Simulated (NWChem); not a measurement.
System: CH3BrSn, singlet; SMILES [Sn]([CH3])[Br]

The following NWChem deck was run.

```
start job
memory heap 200 mb stack 900 mb global 1100 mb
geometry units angstroms noautoz
  Sn     0.314527     0.921047    -0.005113
  Br    -0.060524    -1.605052     0.006405
  C     -1.828416     1.400167    -0.001734
  H     -2.293418     0.986783     0.908518
  H     -2.316127     0.920822    -0.866104
  H     -2.004595     2.486308    -0.037833
end
basis spherical
  * library def2-svp
end
ecp
  Sn library def2-ecp
end
dft
  xc revpbe cpbe96
  iterations 150
  mulliken
end
task dft energy
```

Parts of the log:

```
             Northwest Computational Chemistry Package (NWChem) 7.3.0
             --------------------------------------------------------

 C1  symmetry detected

                             Geometry "geometry" -> ""
                             -------------------------

 Output coordinates in angstroms (scale by  1.889725989 to convert to a.u.)

  No.       Tag          Charge          X              Y              Z
 ---- ---------------- ---------- -------------- -------------- --------------
    1 Sn                  50.0000     0.35115882     0.89489725    -0.00004745
    2 Br                  35.0000    -0.00784904    -1.63355790    -0.00003404
    3 C                    6.0000    -1.79478925     1.36038501    -0.00044285
    4 H                    1.0000    -2.25957596     0.94026349     0.90682951
    5 H                    1.0000    -2.27713773     0.88156364    -0.86810590
    6 H                    1.0000    -1.97777529     2.44552681    -0.03250265

 Effective nuclear repulsion energy (a.u.)     519.5253760773

 Summary of "ao basis" -> "ao basis" (spherical)
 ------------------------------------------------------------------------------
       Tag                 Description            Shells   Functions and Types
 ---------------- ------------------------------  ------  ---------------------
 Sn                         def2-svp                10       26   4s4p2d
 Br                         def2-svp                12       32   5s4p3d
 C                          def2-svp                 6       14   3s2p1d
 H                          def2-svp                 3        5   2s1p

            General Information
            -------------------
          SCF calculation type: DFT
          Wavefunction type:  closed shell.
          No. of atoms     :     6
          No. of electrons :    66
           Alpha electrons :    33
            Beta electrons :    33
          Charge           :     0
          Spin multiplicity:     1
          Use of symmetry is: off; symmetry adaption is: off
          Maximum number of iterations: 150
          AO basis - number of functions:    87
                     number of shells:    37
          Convergence on energy requested:  1.00D-06
          Convergence on density requested:  1.00D-05
          Convergence on gradient requested:  5.00D-04

              XC Information
              --------------
                        RevPBE Exchange Functional  1.000
            Perdew 1991 LDA Correlation Functional  1.000 local
           PerdewBurkeErnz. Correlation Functional  1.000 non-local

             Grid Information
             ----------------
          Grid used for XC integration:  medium
          Radial quadrature: Mura-Knowles
          Angular quadrature: Lebedev.
          Tag              B.-S. Rad. Rad. Pts. Rad. Cut. Ang. Pts.
          ---              ---------- --------- --------- ---------
          Sn                  1.45      123           9.0       590
          Br                  1.15      112          11.0       590
          C                   0.70       49          10.0       434
          H                   0.35       45          11.0       434
          Grid pruning is: on
          Number of quadrature shells:   419
          Spatial weights used:  Erf1

      Superposition of Atomic Density Guess
      -------------------------------------

 Sum of atomic energies:       -2860.30419908

      Non-variational initial energy
      ------------------------------

 Total energy =   -2825.198718
 1-e energy   =   -4528.302340
 2-e energy   =    1443.139508
 HOMO         =      -0.234592
 LUMO         =      -0.055664

     ---------------------------------------------
      Total Density - Mulliken Population Analysis
     ---------------------------------------------

    Atom       Charge   Shell Charges
 -----------   ------   -------------------------------------------------------
    1 Sn  22    20.99   1.60  0.43  1.20  0.68  3.27  2.72  0.63  0.39  9.77  0.31
    2 Br  35    35.62   2.00  2.00  2.00  1.38  0.59  6.00  5.99  2.43  3.23  8.23  1.73  0.05
    3 C    6     6.76   1.99  0.98  0.32  2.12  1.33  0.01
    4 H    1     0.88   0.65  0.20  0.03
    5 H    1     0.88   0.65  0.20  0.03
    6 H    1     0.88   0.66  0.19  0.03

   convergence    iter        energy       DeltaE   RMS-Dens  Diis-err
 ---------------- ----- ----------------- --------- --------- ---------
 d= 0,ls=0.0,diis     1  -2827.8257662558 -3.09D+03  2.23D-02  4.23D-01
 d= 0,ls=0.0,diis     2  -2827.5855619662  2.40D-01  1.70D-02  1.64D+00
 d= 0,ls=0.0,diis     3  -2827.8697176300 -2.84D-01  5.27D-03  6.92D-02
 d= 0,ls=0.0,diis     4  -2827.8796323333 -9.91D-03  1.97D-03  2.95D-02
 d= 0,ls=0.0,diis     5  -2827.8840280749 -4.40D-03  4.31D-04  1.94D-03
  Resetting Diis
 d= 0,ls=0.0,diis     6  -2827.8843067663 -2.79D-04  1.04D-04  7.33D-05
 d= 0,ls=0.0,diis     7  -2827.8843199874 -1.32D-05  5.47D-05  1.87D-06
 d= 0,ls=0.0,diis     8  -2827.8843190658  9.22D-07  3.62D-05  7.15D-06
 d= 0,ls=0.0,diis     9  -2827.8843203506 -1.28D-06  4.05D-06  1.13D-07
 d= 0,ls=0.0,diis    10  -2827.8843203655 -1.49D-08  1.07D-06  6.53D-09

         Total DFT energy =    -2827.884320365515
      One electron energy =    -4530.853549046115
           Coulomb energy =     1558.736503714004
    Exchange-Corr. energy =     -115.731388557741
 Nuclear repulsion energy =      259.964113524337

 Numeric. integr. density =       65.999999339363

                       DFT Final Molecular Orbital Analysis
                       ------------------------------------

 Vector   31  Occ=2.000000D+00  E=-2.493830D-01
              MO Center=  4.2D-03, -1.4D+00, -4.4D-04, r^2= 1.9D+00
   Bfn.  Coefficient  Atom+Function         Bfn.  Coefficient  Atom+Function
  ----- ------------  ---------------      ----- ------------  ---------------
    43      0.577328  2 Br pz                40      0.503647  2 Br pz
    37     -0.338024  2 Br pz                13      0.131946  1 Sn pz
    34      0.110011  2 Br pz                16      0.109333  1 Sn pz
    18      0.046701  1 Sn d -1              64     -0.046820  3 C  pz
    10     -0.043483  1 Sn pz                 7     -0.040800  1 Sn pz

 Vector   32  Occ=2.000000D+00  E=-2.451094D-01
              MO Center=  8.7D-02, -1.1D+00,  1.4D-04, r^2= 3.0D+00
   Bfn.  Coefficient  Atom+Function         Bfn.  Coefficient  Atom+Function
  ----- ------------  ---------------      ----- ------------  ---------------
    41      0.470409  2 Br px                38      0.414034  2 Br px
    35     -0.277548  2 Br px                42     -0.260802  2 Br py
    39     -0.230842  2 Br py                 3      0.193331  1 Sn s
    11      0.168229  1 Sn px                36      0.153849  2 Br py
     4      0.128102  1 Sn s                 14      0.123065  1 Sn px

 Vector   33  Occ=2.000000D+00  E=-2.018450D-01
              MO Center= -1.5D-01,  4.9D-01,  9.2D-05, r^2= 4.5D+00
   Bfn.  Coefficient  Atom+Function         Bfn.  Coefficient  Atom+Function
  ----- ------------  ---------------      ----- ------------  ---------------
    41     -0.336610  2 Br px                11      0.330396  1 Sn px
    62     -0.324676  3 C  px                 3      0.318918  1 Sn s
     4      0.272949  1 Sn s                 38     -0.272194  2 Br px
    61     -0.236356  3 C  s                 65     -0.229621  3 C  px
    35      0.182039  2 Br px                14      0.169056  1 Sn px

 Vector   34  Occ=0.000000D+00  E=-1.228219D-01
              MO Center=  3.1D-01,  7.4D-01, -4.7D-04, r^2= 3.7D+00
   Bfn.  Coefficient  Atom+Function         Bfn.  Coefficient  Atom+Function
  ----- ------------  ---------------      ----- ------------  ---------------
    13      0.582986  1 Sn pz                16      0.557752  1 Sn pz
    43     -0.248994  2 Br pz                10     -0.178907  1 Sn pz
    40     -0.170629  2 Br pz                 7     -0.166138  1 Sn pz
    74     -0.116947  4 H  s                 79      0.114100  5 H  s
    37      0.113426  2 Br pz                73     -0.084209  4 H  s

 Vector   35  Occ=0.000000D+00  E=-4.243614D-02
              MO Center=  3.5D-01,  7.2D-01,  2.9D-04, r^2= 4.9D+00
   Bfn.  Coefficient  Atom+Function         Bfn.  Coefficient  Atom+Function
  ----- ------------  ---------------      ----- ------------  ---------------
    15      0.822340  1 Sn py                12      0.502808  1 Sn py
    42      0.500519  2 Br py                31      0.352847  2 Br s
     3     -0.305471  1 Sn s                 61     -0.255781  3 C  s
    39      0.241492  2 Br py                30      0.200733  2 Br s
    36     -0.164718  2 Br py                 9     -0.152740  1 Sn py

 Vector   36  Occ=0.000000D+00  E= 1.093967D-02
              MO Center= -1.8D-01,  9.2D-01,  6.2D-03, r^2= 6.0D+00
   Bfn.  Coefficient  Atom+Function         Bfn.  Coefficient  Atom+Function
  ----- ------------  ---------------      ----- ------------  ---------------
    61      1.466035  3 C  s                 14      1.047373  1 Sn px
     4     -0.580556  1 Sn s                 65      0.360328  3 C  px
    84     -0.350954  6 H  s                 74     -0.319850  4 H  s
    11      0.311721  1 Sn px                79     -0.301467  5 H  s
     3     -0.250676  1 Sn s                 42      0.235513  2 Br py

     ---------------------------------------------
      Total Density - Mulliken Population Analysis
     ---------------------------------------------

    Atom       Charge   Shell Charges
 -----------   ------   -------------------------------------------------------
    1 Sn  22    21.53   1.60  0.44  1.40  0.45  3.26  2.74  1.02  0.50  9.70  0.43
    2 Br  35    35.32   2.00  2.00  1.99  1.45  0.53  6.00  5.97  2.34  3.02  8.19  1.75  0.08
    3 C    6     6.32   1.99  0.90  0.29  2.07  1.06  0.01
    4 H    1     0.94   0.73  0.19  0.03
    5 H    1     0.94   0.73  0.19  0.03
    6 H    1     0.95   0.73  0.19  0.03

[...]
```

Level: revPBE/def2-SVP with def2 effective core potentials on Sn. Low-valent species are run as closed-shell singlets; no triplet was tried in these runs. All runs use the structure optimised with PBE0/def2-SVP. def2 effective core potentials on Sn; no spin-orbit coupling.
